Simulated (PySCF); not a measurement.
## TlH at RHF-CCSD(T)

Level: RHF-CCSD(T). basis Tl aug-cc-pVDZ-PP with ECP60, H aug-cc-pVDZ; scalar-relativistic core potentials; PySCF 2.14.

| Property | Result |
| --- | --- |
| state | ¹Σ⁺ (singlet), closed shell |
| bond length | 1.911 Å |
| harmonic wavenumber | 1329 cm⁻¹ |
| force constant | 1.04 mdyn/Å |
| rotational constant Be | 4.605 cm⁻¹ |
| anharmonicity ωexe | 20.2 cm⁻¹ |
| vibration–rotation constant αe | 0.135 cm⁻¹ |
| well depth De to Tl + H | 2.51 eV |
| dissociation energy D0 | 2.43 eV |

Correlated steps freeze 4 core orbitals. Correlated levels converge slowly with the basis: in double zeta they bind strong bonds too weakly, by up to about 1 eV, and carry superposition errors of some tenths. These are scalar-relativistic numbers at best; spin–orbit coupling would shift them, the dissociation energy most. Where the molecule has an RHF reference, its open-shell atoms are computed with UHF.
